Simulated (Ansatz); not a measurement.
```yaml
crystal:
  periodic: [false, false, false]
  atoms:
    - {symbol: N, position_ang: [-1.434233, -0.282700, -0.260669]}
    - {symbol: Si, position_ang: [0.221016, -0.480777, -0.032547]}
    - {symbol: N, position_ang: [1.402946, 0.595952, -0.799778]}
    - {symbol: C, position_ang: [1.344939, 0.787208, 0.455890]}
    - {symbol: F, position_ang: [2.013631, 1.697792, 1.142292]}
    - {symbol: H, position_ang: [-1.885973, 0.608081, -0.377537]}
    - {symbol: H, position_ang: [-2.067451, -1.062357, -0.301360]}
    - {symbol: H, position_ang: [0.497125, -1.920299, 0.117909]}
basis:
  gaussian: {orbitals: "6-31++G**", final_grid: {core_spheres: 5, valence_spheres: 4, degree: 11}, point_charges: [{charge: 0.50, position_ang: [6.718, -0.007, -0.099]}]}
magnetization: {spin_polarized: true, initial_magnetization: 6}
hamiltonian: {xc: {name: SPW92}}
```

```sh
$ ansatz run in.yaml --threads 2 --pin off --events-out ev --progress --plain --max-ram 4352MiB
```

It prints (some lines left out):

```
Functional definition: SPW92
1155 factors; their error is unknown
mean field evaluation 1: about -14525.2769 eV, gradient 8.4e1 eV
mean field evaluation 2: about -14270.3641 eV, gradient 2.1e2 eV
mean field evaluation 4: about -14536.7335 eV, gradient 5.9e1 eV
mean field evaluation 8: about -14560.0717 eV, gradient 3.5e0 eV
mean field evaluation 16: about -14560.1090 eV, gradient 4.6e-2 eV
mean field -14560.10899105 eV, -535.0741362247 hartree, gradient 6.8e-5 eV, S^2 12.005432; 4 other end points of the search recorded, 0 dependent functions left out
reference -14560.10903258 eV, -535.0741377510 hartree; 26, 20 occupied and 91, 97 virtual orbitals, 1155 factors
Total energy: -14560.10903258 eV, -535.0741377510 hartree
```

Something in this input is off. What?

The spin is set far too high for this molecule. The run converged. The result belongs to that input, not to the molecule as meant.
